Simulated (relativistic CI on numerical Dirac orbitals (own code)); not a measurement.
# One change at a time: Cr3+

Base calculation: Dirac-Coulomb-Breit CI, KLI orbitals optimised for each configuration, QED by a radiative potential, valence Slater integrals scaled by 0.85, P86 correlation energy added to each configuration.

Configurations in the expansion (outside the closed core [Ne]): 3s²3p⁶3d³, 3s²3p⁶3d²4s, 3s²3p⁶3d²4p, 3s²3p⁵3d⁴, 3s²3p⁶3d²4d, 3s²3p⁶3d²5s, 3s²3p⁶3d²5p, 3s²3p⁶3d²4f, 3s²3p⁶3d²5d, 3s²3p⁶3d4s4p, 3s²3p⁶3d²6s, 3s²3p⁶3d²6p, 3s²3p⁶3d²5f, 3s²3p⁶3d²5g, 3s²3p⁶3d²6d, 3s3p⁶3d⁴, 3s²3p⁶3d4p4d, 3s²3p⁶3d4s², 3s²3p⁶4s²4p, 3s²3p⁶4s²4d, 3s²3p⁶4s²5s, 3s²3p⁶4s²5p, 3s²3p⁶3d4p², 3s²3p⁶4s4p², 3s²3p⁶4p³, 3s²3p⁶4p²4d, 3s²3p⁶4p²5s, 3s²3p⁶4p²5p, 3s²3p⁶3d4s4d, 3s²3p⁶4s4p4d, 3s²3p⁶4s4d², 3s²3p⁶4s4d5s, 3s²3p⁶4s4d5p. Double excitations out of closed p, d and f shells are left out; levels of such configurations are missing from the list, as are those of other unlisted configurations, and high levels can miss mixing partners.

Variants: (1) self-excluded LDA correlation estimate; (2) valence Slater integrals scaled by 0.75; (3) one mean potential for all configurations; (4) non-relativistic limit. Shifts of the energy above 3s²3p⁶3d³ ⁴F3/2, in cm⁻¹, for the lowest level and the first level of each name with at least 55 % of one term (blank where a level changes its place among those of its configuration and J or its character, or is not in the variant):

| Level | Base | Δ(1) | Δ(2) | Δ(3) | Δ(4) | Measured |
| --- | --- | --- | --- | --- | --- | --- |
| 3s²3p⁶3d³ ⁴F3/2 | 0.0 | 0.0 | 0.0 | 0.0 | 0.0 | 0.0 |
| 3s²3p⁶3d³ ⁴F5/2 | 220.4 | 0.0 | +0.2 | -14.0 | -220.4 | 235.8 |
| 3s²3p⁶3d³ ⁴F7/2 | 517.2 | +0.1 | -0.7 | -33.0 | -517.2 | 555.6 |
| 3s²3p⁶3d³ ⁴F9/2 | 880.9 | +0.2 | -3.1 | -56.2 | -880.9 | 945.6 |
| 3s²3p⁶3d³ ⁴P1/2 | 14077.2 | -2.7 | -1494.9 | -146.1 | -240.7 | 14059.0 |
| 3s²3p⁶3d³ ⁴P3/2 | 14192.0 | -2.7 | -1500.4 | -150.4 | -355.5 | 14177.1 |
| 3s²3p⁶3d³ ⁴P5/2 | 14465.4 | -2.7 | -1496.5 | -167.8 | -628.9 | 14471.3 |
| 3s²3p⁶3d³ ²G7/2 | 14863.6 | -2.1 | -1649.2 | -160.8 | -240.4 | 15051.8 |
| 3s²3p⁶3d³ ²G9/2 | 15189.7 | -2.1 | -1654.5 | -179.3 | -566.6 | 15401.6 |
| 3s²3p⁶3d³ ²P3/2 | 19781.9 | -2.4 | -2211.6 | -180.2 | -279.5 |  |
| 3s²3p⁶3d³ ²P1/2 | 19799.0 | -2.6 | -2202.8 | -181.2 | -296.6 | 19519.2 |
| 3s²3p⁶3d³ ²H9/2 | 20477.0 | -1.8 | -2362.8 | -195.6 | -263.0 | 21065.9 |
| 3s²3p⁶3d³ ²H11/2 | 20714.4 | -1.8 | -2370.6 | -209.1 | -500.4 | 21320.7 |
| 3s²3p⁶3d³ ²D3/2 | 21013.1 | -2.0 | -2241.2 | -247.6 | -557.1 | 20649.9 |

For a near-neutral ion this model can misplace configurations by up to about 10,000 cm⁻¹ (more where the count of f electrons changes) and terms by 10 to 25 % of their spread. Rates follow the energies as ν³ (E1, M1) or ν⁵ (E2), so they and the lifetimes can be off by large factors. The fine structure of a lone outer electron comes out too small, for d and f at times inverted, and misplaced configurations move strength between like terms. 66 of the 66 excited levels that our extract of the measured tables holds in this range could be paired (the sources list more); they are missed by 2071 cm⁻¹ on average and 3942 at most, and levels without a partner can miss by more. Some levels of the ground configuration have no partner and can miss by 10 % or more.

Measured levels: Sugar and Corliss, J. Phys. Chem. Ref. Data 6, 317 (1977).

Ionisation energy from the two ground configurations alone: base 49.1 eV; self-excluded LDA correlation estimate 49.56 eV; valence Slater integrals scaled by 0.75 48.97 eV. The NIST ASD value (semi-empirical) is 49.16 eV.
